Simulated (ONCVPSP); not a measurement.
Which setting gave this result? (Zn, ONCV)

Base potential:

```json
{
 "Element": "Zn (Z = 30)",
 "Generator": "ONCVPSP 4.0.1",
 "Type": "optimised norm-conserving Vanderbilt (ONCV)",
 "Functional": "PBEsol",
 "Relativity": "scalar-relativistic",
 "Frozen core": "[Ne]",
 "Valence charge": "20",
 "Reference configuration": "3s2 3p6 3d10 4s0.5 (charge +1.5)",
 "Partial waves": "3s+4s: rc 1.15 bohr, ncon 4, nbas 8, qcut 12.1 1/bohr, 2 projectors; 3p: rc 0.85 bohr, ncon 4, nbas 7, qcut 12.8 1/bohr, 1 projector; 3d: rc 1.20 bohr, ncon 3, nbas 8, qcut 11.9 1/bohr, 3 projectors, debl 3.1 Ha",
 "Local potential": "polynomial inside 0.65 bohr (lpopt 4, dvloc0 1 Ha)",
 "Core correction": "none"
}
```

Cutoffs, loose and tight: the cutoffs (Ha) at which the residual kinetic energy of the hardest occupied pseudo-wave falls to 1 and 0.1 mHa per electron. They do not see the model core or the augmentation charge, which bear on the density cutoff. Test errors are all-electron minus pseudo excitation energies from the reference, over the configurations 3s2 3p6 3d10 4s2; 3s2 3p6 3d10 4s1; 3s2 3p6 3d10 4s0; 3s2 3p6 3d9 4s2 4p1; variants that change the core or the reference have their own tests.

Only the scale of all radii (base = 1) is moved:

| scale of all radii (base = 1) | cutoff, loose | cutoff, tight | bound ghosts | largest test error (meV) | median size of the test errors |
| --- | --- | --- | --- | --- | --- |
| 0.82 | 85 Ha | 267 Ha | none | +44 | 2.5 meV |
| 0.89 | 66 Ha | 201 Ha | none | +56 | 2.8 meV |
| 0.99 | 60 Ha | 69 Ha | none | +85 | 3.6 meV |
| 1.2 | 52 Ha | 62 Ha | none | +142 | 4.7 meV |
| 1.28 | 52 Ha | 62 Ha | none | +158 | 5.2 meV |

**Question.** One more run gave cutoff, loose: 56 Ha; cutoff, tight: 62 Ha; bound ghosts: none; largest test error (meV): +107; median size of the test errors: 4.2 meV. Which value of the scale of all radii (base = 1) was used?

**Answer.** 1.1. The median size of the test errors moves one way along this sweep, from 2.5 meV at 0.82 to 5.2 meV at 1.28, which places the run between 0.99 and 1.2.
